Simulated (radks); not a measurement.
Correlation energies from several functionals, in hartree. Species: Xe3+ [Kr] 4d10 5s2 5p3; Cd [Kr] 4d10 5s2; Ba+ [Xe] 6s1; Al2+ [Ne] 3s1. Calculated with a radial shooting solver on a logarithmic mesh with Libxc functionals: non-relativistic Kohn-Sham, exchange-only B88, spin-polarised, spherical densities, point nucleus. Every spin shell is full or empty, so the densities are truly spherical. Functionals are evaluated on that one density, not self-consistently.

\begin{tabular}{lrrrr}
functional & Xe3+ & Cd & Ba+ & Al2+ \\ \hline
PW92 & -5.0059 & -4.5488 & -5.3187 & -0.87679 \\
VWN5 & -5.0281 & -4.5686 & -5.3413 & -0.88130 \\
Chachiyo & -4.9410 & -4.4877 & -5.2514 & -0.86105 \\
PBE & -2.7853 & -2.5317 & -2.9847 & -0.39175 \\
PBEsol & -3.1517 & -2.8682 & -3.3739 & -0.46370 \\
LYP & -2.6252 & -2.4236 & -2.8069 & -0.44294 \\
P86 & -3.1608 & -2.8727 & -3.3900 & -0.44061 \\
PW91 & -3.0149 & -2.7348 & -3.2243 & -0.43382 \\
AM05 & -4.6722 & -4.2329 & -4.9627 & -0.79062 \\
OP (B88) & -2.5467 & -2.3486 & -2.7259 & -0.43129 \\
TPSS & -2.7858 & -2.5345 & -2.9847 & -0.39322 \\
revTPSS & -2.8169 & -2.5672 & -3.0195 & -0.40314 \\
SCAN & -2.7824 & -2.5382 & -2.9864 & -0.38974 \\
r2SCAN & -2.8001 & -2.5535 & -3.0056 & -0.39309 \\
B95 & -3.4275 & -3.0753 & -3.6642 & -0.46206 \\
\end{tabular}
